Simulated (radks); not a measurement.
Task: Species: the vanadium ion V3+. Configuration: [Ar] 3d2 (the NIST ground configuration). All-electron calculation, scalar-relativistic Kohn-Sham, PBEsol, spin-unpolarised, spherical densities, finite nucleus; Fermi nuclear charge, rms radius 3.6002 fm. Program: a radial shooting solver on a logarithmic mesh with Libxc functionals. Some entries of the table are withheld. Estimate them.

orbital,occ.,eigenvalue (eV),<r^2> (bohr^2)
1s,2,(1),(2)
2s,2,(3),0.1125
2p,6,-537.6651,(4)
3s,2,(5),1.012
3p,6,(6),1.157
3d,2,-36.9103,1.719

Result: 
(1) 1s eigenvalue (eV): -5392.905
(2) 1s <r^2> (bohr^2): 0.005946
(3) 2s eigenvalue (eV): -636.7936
(4) 2p <r^2> (bohr^2): 0.09268
(5) 3s eigenvalue (eV): -103.5570
(6) 3p eigenvalue (eV): -77.1636
